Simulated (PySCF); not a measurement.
# Identify the compound

An unknown has the formula C$_{6}$H$_{6}$F$_{2}$. Its calculated NMR data are:

$^{1}$H NMR (600 MHz, computed): δ 6.39 (dd, J = 6.7, 2.7 Hz, 1H), 5.47 (dtd, J = 6.7, 1.7, 1.2 Hz, 1H), 1.81 (m, 1H), 1.80 (m, 1H), 1.01 (m, 1H), 0.67 (m, 1H).

$^{13}$C{$^{1}$H} NMR (computed): δ 153.1 (CH, dd, J = 10.1, 7.6 Hz), 135.8 (C, dd, J = 299.6, 296.4 Hz), 135.5 (CH, dd, J = 31.9, 29.8 Hz), 26.4 (CH2, dd, J = 3.9, 2.0 Hz), 24.1 (CH, dd, J = 4.2, 2.9 Hz), 23.9 (CH, dd, J = 35.8, 31.0 Hz).

[PySCF 2.14.0 with density-fitted response routines: B3LYP/pcSseg-1 with gauge-including orbitals; PBE0-D3(BJ)/def2-SVP geometry; B3LYP/pcJ-1 coupling constants (spin–dipole term only in couplings to heteroatoms); in vacuum; non-relativistic; a single conformation]

Shifts are taken against calculated references (same method and geometry level): TMS for $^{1}$H (31.38 ppm), $^{13}$C (179.24 ppm).

Q: Which candidate is it?
A. FC1(F)C=C[C@@H]2C[C@@H]21
B. C=C/C=C\C=C(F)F
C. FC1=C[C@@H](F)C=CC1
D. C=C(F)/C=C/C=C/F

A: A. 

The formula gives 3 degrees of unsaturation (2 rings in the answer). 6 carbon signals for 6 carbons: no two carbons are equivalent. Carbon types of the structure: 1 × C, 4 × CH, 1 × CH2, which accounts for all hydrogens. δC 153.1, 135.5: alkene CH; the olefinic region. δC 135.8: allylic fully substituted sp3 carbon bonded to 2 F; 2 electronegative neighbours deshield it. δC 26.4, 24.1, 23.9: three-membered-ring carbon; carbons of three-membered rings are unusually shielded. δH 6.39, 5.47: hydrogen on an alkene CH; attached to an sp2 carbon and in the plane of the double bond. δH 1.81, 1.80, 1.01, 0.67: hydrogen on a three-membered-ring carbon. The protons at 5.47 and 6.39 share a coupling of 6.7 Hz (vicinal, cis across C=C).

The others: C=C(F)/C=C/C=C/F has carbons computed at 172.8, 165.6, 131.5, 129.7, 120.1, 98.4; C=C/C=C\C=C(F)F has carbons computed at 168.7, 139.7, 136.1, 126.6, 125.1, 84.0; FC1=C[C@@H](F)C=CC1 has carbons computed at 171.0, 135.0, 132.8, 108.2, 86.4, 31.1.

Common functionals overestimate the size of one-bond C–F couplings by tens of Hz; these are unscaled. Splittings below 1 Hz are ignored in the labels, and close J values are merged. Unscaled 3J(H,H) at this level run about 10 % above measured values. Shifts are as computed. Against solution values, carbons near 30 ppm lie about +2 ppm off and those near 130 ppm about +6 ppm. Of 1211 compounds with measured shifts, 218 miss one by over three times the rms of a fit or turn the order of signals round; such compounds aren't used in these exercises.
